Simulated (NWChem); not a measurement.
A series in which one site is exchanged, each optimised at PBE0/def2-SVP with NWChem, gas phase unless a solvent is named. For some, no frequency run checked for a minimum. def2 effective core potentials on I, Hf; no spin-orbit coupling.

A: [F][HfH3] (HfH₃F; site = F)
B: [I][HfH3] (HfH3I; site = I)
C: [Cl][HfH3] (HfH₃Cl; site = Cl)
D: [Br][HfH3] (HfH3Br; site = Br)

**Question.** Rank them by static polarisability, PBE/def2-SVPD (bohr³), lowest first.

**Answer.** A (49.0), C (63.5), D (71.8), B (86.6)
